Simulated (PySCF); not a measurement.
SMILES CC(=O)[SiH2]c1ccccc1 (C8H10OSi) (GFN2-xTB optimised geometry):

```
20

C     -0.245    -2.470    -2.429
C     -0.380    -2.675    -0.943
O      0.169    -3.588    -0.368
Si    -1.446    -1.392     0.024
C     -0.473     0.227     0.000
C     -1.127     1.457     0.003
C     -0.418     2.644     0.001
C      0.967     2.624    -0.001
C      1.636     1.411     0.000
C      0.921     0.227     0.000
H      0.421    -3.209    -2.871
H      0.133    -1.467    -2.618
H     -1.230    -2.546    -2.884
H     -2.716    -1.215    -0.691
H     -1.650    -1.885     1.385
H     -2.207     1.479     0.005
H     -0.944     3.588     0.001
H      1.523     3.550    -0.003
H      2.716     1.389     0.000
H      1.452    -0.715     0.001
```

Calculation: PBE0/def2-SVP run with PySCF 2.14.0.

Task: What are the frontier orbital energies and the dipole moment?

Result: HOMO-2 -7.59 eV, HOMO-1 -7.58 eV, HOMO -6.58 eV, LUMO -0.92 eV, LUMO+1 -0.69 eV; dipole moment 2.90 D.

On the same geometry PBE/def2-SVP run with PySCF 2.14.0 gives HOMO-2 -6.54 eV, HOMO-1 -6.53 eV, HOMO -5.06 eV, LUMO -2.00 eV, LUMO+1 -1.53 eV; dipole moment 2.69 D.

Meta-Löwdin charges at PBE0/def2-SVP: C1 -0.35, C2 0.18, O3 -0.37, Si4 0.55, C5 -0.22, C6 -0.10, C7 -0.11, C8 -0.10, C9 -0.10, C10 -0.10, H11 0.12, H12 0.12, H13 0.12, H14 -0.10, H15 -0.09, H16 0.10, H17 0.11, H18 0.11, H19 0.11, H20 0.10.
